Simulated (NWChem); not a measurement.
System: GaH2O2F; SMILES [OH][Ga]([OH])[F]

```xyz
6

Ga     0.0013     0.0088     0.0000
F     -1.0825    -1.3574     0.0000
O     -0.7018     1.6255     0.0000
H     -0.0372     2.3230     0.0000
O      1.7462    -0.2833     0.0000
H      1.9756    -1.2192     0.0000
```
Atoms are numbered in this order, from 1.

Level: PBE0/def2-SVP (NWChem), optimised geometry, unscaled harmonic frequencies. 

```csv
frequency (cm⁻¹),IR intensity (km/mol)
175,26.1
189,22.1
203,32.0
327,221.6
349,13.6
674,0.7
747,83.7
767,136.0
828,49.7
855,111.9
3907,129.7
3909,48.5
```

| Property | Value |
|---|---|
| zero-point energy | 18.5 kcal/mol |
| thermal correction to the enthalpy at 298.15 K (with zero-point energy) | 22.7 kcal/mol |
| heat capacity Cv | 18.2 cal/(mol K) |
| entropy at 298.15 K and 1 atm (symmetry number 1) | 76.1 cal/(mol K) |
| dipole moment | 2.03 D |

Rigid rotor and harmonic oscillator.
